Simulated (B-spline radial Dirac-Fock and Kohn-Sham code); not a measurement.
Dipole and non-dipole photoemission parameters of Er²⁺ 3d5/2

System: the Er²⁺ ion in the configuration [Xe] 4f12; threshold 1426.6 eV (orbital energy of the model). Model: Dirac-Hartree-Slater photoionisation with a Latter tail; cross sections with all multipoles, angular parameters from the dipole term and its interference with E2. Program: an atomic code on a B-spline grid.

| hν (eV) | σ (kb) | β | γ | δ |
| --- | --- | --- | --- | --- |
| 1486.9 | 826 | 0.425 | -0.036 | -0.001 |
| 1560 | 730 | 0.454 | -0.080 | -0.006 |
| 2300 | 264 | 1.074 | -0.095 | 0.028 |
| 3630 | 70.6 | 1.225 | 0.350 | 0.075 |
| 4080 | 49.3 | 1.224 | 0.486 | 0.087 |
| 5414.7 | 20.1 | 1.181 | 0.823 | 0.120 |
| 5730 | ? | ? | ? | ? |
| 6000 | 14.4 | 1.155 | 0.945 | 0.135 |
| 9620 | 2.86 | 0.998 | 1.487 | 0.222 |
| 9720 | 2.76 | 0.994 | 1.498 | 0.224 |
| 10200 | 2.33 | 0.975 | 1.549 | 0.236 |
| 12000 | 1.30 | 0.910 | 1.716 | 0.278 |
| 12200 | 1.22 | 0.904 | 1.732 | 0.283 |
| 12700 | 1.06 | 0.887 | 1.773 | 0.295 |
| 13600 | 0.823 | 0.859 | 1.840 | 0.316 |
| 15000 | 0.573 | 0.819 | 1.934 | 0.348 |

Question: Give the values at 5730 eV.

Answer: σ = 16.7 kb, β = 1.167, γ = 0.890, δ = 0.128.

Values without a named source are computed, but for edge energies of neutral atoms, which are taken from tables.
